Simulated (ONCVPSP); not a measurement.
Varying the ONCV potential for Ni

Base potential:

```
Element                 : nickel
Generator               : ONCVPSP 4.0.1
Type                    : optimised norm-conserving Vanderbilt (ONCV)
Functional              : Wu-Cohen
Relativity              : scalar-relativistic
Frozen core             : [Ne]
Valence charge          : 18
Reference configuration : 3s2 3p6 3d8 (charge +2)
Partial waves           : 3s: rc 0.80 bohr, ncon 4, nbas 9, qcut 7.2 1/bohr, 2 projectors, debl 0.5 Ha; 3p: rc 0.70 bohr, ncon 3, nbas 6, qcut 12.3 1/bohr, 2 projectors, debl 3.1 Ha; 3d: rc 1.35 bohr, ncon 5, nbas 9, qcut 11.1 1/bohr, 1 projector
Local potential         : polynomial inside 0.45 bohr (lpopt 4, dvloc0 6 Ha)
Core correction         : Teter function, fcfact 5.75, rcfact 1.25
```

In the s channel the program set the typed energies aside and used -4.796, 0.250 Ha. In the p channel the program set the typed energies aside and used -3.344, 0.250 Ha.

All-electron outer shells of the reference configuration (Wu-Cohen, scalar-relativistic, ld1.x):

```
shell  level (eV)  outermost node (bohr)  outermost maximum (bohr)
   3s     -130.50                   0.30                      0.64
   3p      -91.00                   0.27                      0.65
   3d      -28.37                      –                      0.63
```

Cutoffs, loose and tight: the cutoffs (Ha) at which the residual kinetic energy of the hardest occupied pseudo-wave falls to 1 and 0.1 mHa per electron. They do not see the model core or the augmentation charge, which bear on the density cutoff. Test errors are all-electron minus pseudo excitation energies from the reference, over the configurations 3s2 3p6 3d8 4s2; 3s2 3p6 3d8 4s1; 3s2 3p6 3d7; 3s2 3p6 3d9 4s1. A dash means not determined; rows that change the core or the reference have their own tests.

```tsv
change	outcome	cutoff, loose	cutoff, tight	bound ghosts	GHOST(+) flags above zero	largest test error (meV)
base	generated, projector energies reset by the program	360 Ha	452 Ha	none	s	+9.3
s: qcut 4.3	generated, projector energies reset by the program	374 Ha	489 Ha	none	s	+9.3
s: qcut 6.8	generated, projector energies reset by the program	364 Ha	469 Ha	none	s	+9.3
s: qcut 7.3	generated, projector energies reset by the program	359 Ha	436 Ha	none	s	+9.3
s: qcut 8.2	generated, projector energies reset by the program	341 Ha	396 Ha	none	s	+9.3
s: qcut 9.1	generated, projector energies reset by the program	308 Ha	381 Ha	none	s	+9.3
s: qcut 9.9	generated, projector energies reset by the program	151 Ha	362 Ha	none	s	+9.3
```

Question: What comes out with this change to the base: s: qcut 5.9?

Answer: outcome: generated, projector energies reset by the program; cutoff, loose: 372 Ha; cutoff, tight: 485 Ha; bound ghosts: none; GHOST(+) flags above zero: s; largest test error (meV): +9.3.

Question: What comes out with this change to the base: s: qcut 5?

Answer: outcome: generated, projector energies reset by the program; cutoff, loose: 374 Ha; cutoff, tight: 490 Ha; bound ghosts: none; GHOST(+) flags above zero: s; largest test error (meV): +9.3.

Question: What comes out with this change to the base: s: qcut 10.7?

Answer: outcome: generated, projector energies reset by the program; cutoff, loose: 76 Ha; cutoff, tight: 337 Ha; bound ghosts: none; GHOST(+) flags above zero: s; largest test error (meV): +9.3.

Reading the sweep of the qcut of the s channel (base included, trends over the rows without a ghost): The loose cutoff falls from 374 Ha at 4.3 to 76 Ha at 10.7 1/bohr. The median size of the test errors (rows with all tests solved) stays near 7.4 meV.
